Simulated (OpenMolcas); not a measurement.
Co II: effect of the active space

- Program: OpenMolcas
- Method: CASSCF
- Basis: ANO-R2
- Scalar Hamiltonian: X2C, finite nucleus
- Spin-orbit coupling: RASSI with atomic mean-field integrals over the reference wave functions, term energies averaged over their components

A. 8 electrons in 5 orbitals (3d); 2S+1 = 3 even, 10 roots; 2S+1 = 1 even, 15 roots; cost of the order of 7 core-seconds
B. 8 electrons in 6 orbitals (3d 4s); 2S+1 = 3 even, 55 roots; 2S+1 = 5 even, 10 roots kept (CI in the orbitals of an earlier block); 2S+1 = 1 even, 33 roots kept (CI in the orbitals of an earlier block); cost roughly 60 core-seconds

Energies in cm⁻¹ above 3d⁸ ³F₄, the measured ground level; measured values from NIST Handbook of Basic Atomic Spectroscopic Data.

| Level | A | B | Measured |
| --- | --- | --- | --- |
| 3d⁸ ³F₄ | 0.0 | 0.0 | 0.0 |
| 3d⁸ ³F₃ | 966 | 1031 | 950 |
| 3d⁸ ³F₂ | 1641 | 1758 | 1597 |

B puts 3d⁷ 4s ⁵F₅ lowest.

Deviations, from unrounded energies. A percentage is the sum of absolute deviations over the sum of measured energies, with the sign that they share, or ± where signs differ.

| Against measurement | Levels | A | B |
| --- | --- | --- | --- |
| mean absolute deviation (cm-1) | 2 | 29 | 120 |
| fine structure of the ground term (%) | 2 | +2.3 | +9.5 |

A lies closest to measurement on these levels. The largest miss of A in the table is 3d⁸ ³F₂, by +43 cm-1. The ranking rests on the paired levels alone, and a cruder setting can come out closer through cancelling errors.

The spin-orbit steps hold different terms of 3d⁸ (B lacks ¹G, ¹S), which shifts levels as well.

Between A and B the level of the table that moves most is 3d⁸ ³F₂, by 120 cm-1 (lowest in A, highest in B).

Without dynamic correlation excited terms often stand tens of per cent too high (terms of higher spin than the ground term too low), and those without a measured partner can miss by more than the paired ones. The lowest computed level is not the ground level that NIST lists (3F4) (holds for B). Computed and measured levels are paired by configuration, term and J; levels that our copy of the source lacks, or whose pairing is in doubt (as where it misses far off the trend of its configuration), stay unpaired and out of the deviations. Levels of configurations outside the active space are missing. Levels that lie high or do not pair safely by name in every column are left out.
